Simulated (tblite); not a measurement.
Compound: C₅H₇N₂O (charge -1).
Numbering: `[CH3:1][O:2][c:3]1[n-:4][cH:5][n:6][c:7]1[CH3:8]` (hydrogens: H9, H10, H11 on C1; H12 on C5; H13, H14, H15 on C8)

Geometry (GFN2-xTB, Å), atoms numbered from 1 in this order:
```xyz
15
C5H7N2O angstrom
C     -2.2640   -1.0204    0.2458
O     -0.8741   -1.1139    0.2905
C     -0.2399    0.0932   -0.0318
N     -0.9130    1.2230   -0.3522
C      0.0830    2.0916   -0.5736
N      1.3164    1.6221   -0.4244
C      1.1203    0.3148   -0.0688
C      2.2348   -0.6418    0.2069
H     -2.6607   -2.0062    0.5091
H     -2.6371   -0.2691    0.9537
H     -2.6131   -0.7357   -0.7550
H     -0.1139    3.1172   -0.8548
H      2.9919   -0.1818    0.8456
H      1.8354   -1.5254    0.7044
H      2.7293   -0.9594   -0.7172
```

Calculated harmonic vibrations of the isolated species, GFN2-xTB (tblite), most abundant isotopes, no scaling. The method is semi-empirical: single wavenumbers can be off by several per cent or more. One conformer, not necessarily the lowest.

Harmonic wavenumbers (cm⁻¹): 28.8, 55.7, 124.6, 177.1, 229.4, 278.6, 334.2, 487.4, 611.1, 619.0, 658.4, 749.8, 786.3, 957.3, 988.0, 1033.8, 1064.5, 1117.8, 1142.1, 1171.3, 1198.1, 1281.8, 1345.8, 1384.4, 1388.2, 1411.9, 1460.5, 1483.6, 1493.1, 1506.1, 1512.9, 1564.1, 2873.7, 2907.9, 2908.9, 2937.4, 2961.6, 2998.2, 3029.3.

A = 3474, B = 1964, C = 1275 MHz; mass 111.056 u (most abundant isotopes); point group C1, symmetry number 1.

Question: Zero-point energy?

Answer: ½Σν̃ = 25131 cm⁻¹ = 300.64 kJ/mol.

Question: Give the ideal-gas entropy at 298.15 K and 1 bar in the rigid-rotor, harmonic-oscillator model (classical rotation).

Answer: Translation 167.60, rotation 117.17, vibration 99.06: S = 383.8 J/(mol K).

Question: And Cp and H(298.15 K) − H(0)?

Answer: Cp = 125.06 J/(mol K), of which vibrations give 91.81 (their classical limit is 39 R = 324.3); H(298.15 K) − H(0) = 24.29 kJ/mol without the zero-point energy, 14.37 from vibrations.

Question: Which modes carry the vibrational entropy at 298.15 K?

Answer: 28.8 cm⁻¹: 24.73; 55.7 cm⁻¹: 19.26; 124.6 cm⁻¹: 12.67; 177.1 cm⁻¹: 9.87; 229.4 cm⁻¹: 7.88; 278.6 cm⁻¹: 6.45 J/(mol K); the other 33 give 18.19 together.

Question: What must be added to the electronic energy to get the Gibbs energy at 298.15 K and 1 bar?

Answer: ZPE + [H(298.15 K) − H(0)] − T·S = 300.64 + 24.29 − 114.44 = 210.49 kJ/mol.

Question: How do the functions run with temperature in this model?

Answer: 
| T (K) | S (J/(mol K)) | Cp (J/(mol K)) | H − H(0) (kJ/mol) | G − H(0) (kJ/mol) | ln q(vib) |
| --- | --- | --- | --- | --- | --- |
| 150 | 314.7 | 82.5 | 9.02 | -38.18 | 3.11 |
| 250 | 363.2 | 110.2 | 18.62 | -72.16 | 5.17 |
| 400 | 425.1 | 157.0 | 38.66 | -131.37 | 8.07 |
| 600 | 499.2 | 209.5 | 75.59 | -223.94 | 11.84 |
| 900 | 594.7 | 260.3 | 146.74 | -388.48 | 17.25 |

q(vib) and H(0) count from the zero-point level.

Question: Blend soft modes into free rotors: weight 1/[1 + (100 cm⁻¹/ν̃)⁴] for the oscillator and the rest for a rotor with moment μB/(μ + B), μ = h/(8π²ν), B = 10⁻⁴⁴ kg m². What vibrational entropy results?

Answer: 86.60 J/(mol K) in place of 99.06, which changes −T·S at 298.15 K by +3.71 kJ/mol.

Hindered rotation and anharmonicity are outside this model. Other conformers, if any are populated, would add a mixing term that is left out. The structure is chiral; the term R ln 2 for an equal mix with its mirror image is left out.

Hardware: one thread, Arm Neoverse N1 (shared host). This covers the Hessian and the dipole derivatives.
